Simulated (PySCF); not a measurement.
H5AlO2SSi, SMILES [Al]([S][SiH3])([OH])[OH], singlet, B3LYP/def2-SVP optimised geometry.

```
10

Si    -2.29    -1.08     0.00
S     -0.28    -1.91     0.00
Al     0.91    -0.09     0.00
O      0.04     1.37     0.00
O      2.61    -0.09     0.00
H     -2.54    -0.26    -1.22
H     -3.20    -2.26    -0.01
H     -2.55    -0.26     1.21
H      0.41     2.26     0.00
H      3.20    -0.85     0.00
```

Density from PySCF with B3LYP/def2-TZVP at that geometry.

Minimum of the electron density along straight lines between bonded atoms, close to the bond critical point (lines longer than 1.1 times the sum of covalent radii, or with two minima, are not listed):

| bond | length / Å | ρ at the minimum / e bohr⁻³ | ∇²ρ there / e bohr⁻⁵ | position (fraction from the first atom) |
|---|---|---|---|---|
| Si1–S2 | 2.171 | [?] | [?] | 0.36 |
| S2–Al3 | 2.183 | [?] | 0.19 | 0.62 |
| Al3–O4 | 1.697 | 0.110 | 0.78 | 0.43 |
| Al3–O5 | 1.697 | 0.109 | 0.78 | 0.43 |
| Si1–H6 | 1.488 | 0.122 | 0.14 | 0.49 |
| Si1–H7 | 1.490 | 0.122 | 0.14 | 0.49 |
| Si1–H8 | 1.488 | 0.122 | 0.14 | 0.49 |
| O4–H9 | 0.961 | 0.354 | -2.39 | 0.80 |
| O5–H10 | 0.961 | 0.355 | -2.40 | 0.81 |

**Question.** What belongs in the gaps?

**Answer.** 
- Si1–S2, ρ at the minimum / e bohr⁻³: 0.093
- Si1–S2, ∇²ρ there / e bohr⁻⁵: 0.06
- S2–Al3, ρ at the minimum / e bohr⁻³: 0.073
